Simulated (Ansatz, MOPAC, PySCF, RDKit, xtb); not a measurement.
Torsion H3–B1–P2–H5 in BH4P (SMILES BP); at each angle all else is relaxed with GFN2-xTB, and the levels are single points there.
Geometry at 150° (charge 0, multiplicity 1):
```xyz
6

B     -0.88160     0.01944    -0.01711
P      0.89738     0.02905    -0.48501
H     -1.56628     0.90518    -0.35355
H     -1.35408    -0.94919     0.43539
H      1.51759    -0.64893     0.54246
H      1.32812     1.29219    -0.14372
```

On the grid 0° to 330°, 240° is the highest and 150° the lowest point at MP2/CBS(cc-pV(T+d)Z, cc-pV(Q+d)Z) + ΔCCSD(T)/cc-pV(T+d)Z.

Correlated levels freeze the cores. Rows in 3-21G, 6-31G* carry no dispersion term and start afresh at each structure (6-31G* with six Cartesian d functions). The state that AM1 reach isn't checked.

Codes used: Ansatz (an electronic-structure program) with Gaussian orbitals; MOPAC for AM1 (differences of heats of formation); PySCF for 3-21G rows, 6-31G* rows; RDKit for the force fields; xtb for the GFN methods. 

| level | energy at 240° less that at 150° (kcal/mol) |
|---|---|
| UFF | -6.49 |
| GFN-FF | -2.15 |
| AM1 | 5.56 |
| HF/3-21G | 9.87 |
| HF/6-31G* | 8.21 |
| B3LYP/3-21G | 11.68 |
| wB97M-V/def2-TZVPP | 9.53 |
| CCSD/cc-pV(D+d)Z | 8.96 |
| CCSD(T)/cc-pV(D+d)Z | [?] |

**Question.** Complete the blanks.

**Answer.** 
- CCSD(T)/cc-pV(D+d)Z, energy at 240° less that at 150° (kcal/mol): 9.33
